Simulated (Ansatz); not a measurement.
Basis-set extrapolation for C2H7ClOSi, SMILES `CC(O)([SiH3])Cl` (PBE0-D4/def2-TZVP geometry, frozen core, Ansatz). Multiplicity 1, RHF reference.

```
                      def2-TZVPP   def2-QZVPP
                 HF  -903.181979  -903.210983
    MP2 correlation    -0.908220    -0.979264
CCSD(T) correlation    -1.001639      not run
```

Energies in hartree. Use E(X) = E(∞) + A·exp(−7.88·√X) for Hartree–Fock and E(X) = E(∞) + B·X^(−2.97) for correlation, with X = 3 and 4, and add CCSD(T) minus MP2 of the smaller set to the MP2 limit.

What is the CCSD(T) energy at the basis-set limit?

HF limit: -903.210983 + (-0.029004) × 0.13774 = -903.21498. MP2 limit: -0.979264 + (-0.071044) × 0.74074 = -1.03189. Higher-order term: -1.001639 − (-0.908220) = -0.09342. Total: -904.34029 hartree, 98.3 kcal/mol below CCSD(T)/def2-TZVPP.
